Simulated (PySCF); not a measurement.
**Diatomics of Ca with the fifth-period p block**

CCSD(T) with double-zeta basis sets in PySCF, for the lowest determinant that a PBE0 search found; no spin–orbit coupling. De refers to high-spin ground-configuration atoms.

| M | basis | reference, frozen orbitals | state (unpaired electrons) | Re (Å) | ωe (cm⁻¹) | De (eV) |
| --- | --- | --- | --- | --- | --- | --- |
| In | def2-SVP | ROHF, 9 | doublet (π ↑) | 3.411 | 106 | 0.35 |
| Te | def2-SVP | RHF, 9 | singlet (closed shell) | 2.751 | 265 | 1.69 |
| I | x2c-SVPall | UHF, 23 | doublet (σ ↑) | 2.889 | 231 | 2.69 |

The shortest bond is that of CaTe (2.751 Å), the longest that of CaIn (3.411 Å). CaI is bound most strongly (2.69 eV) and CaIn least (0.35 eV).

The rows differ in basis set, which adds steps of its own.

The state changes along the series, so neighbouring rows are not always alike in their bonding.

Correlated steps freeze the inner cores (9 to 23 orbitals); shallow outer-core shells are correlated. UHF and ROHF references stand side by side, which adds small steps between rows. Weak bonds: CaIn. Basis-set superposition, not corrected here, can be much of De in a small basis, most of all at correlated wavefunction levels. These are scalar-relativistic numbers at best; spin–orbit coupling would shift them, the dissociation energy most. Where the molecule has an RHF reference, its open-shell atoms are computed with UHF. The CCSD T1 diagnostic is raised in CaTe, a sign that a single reference may not be enough there. States were picked by a PBE0 search and need not be the measured ground states.
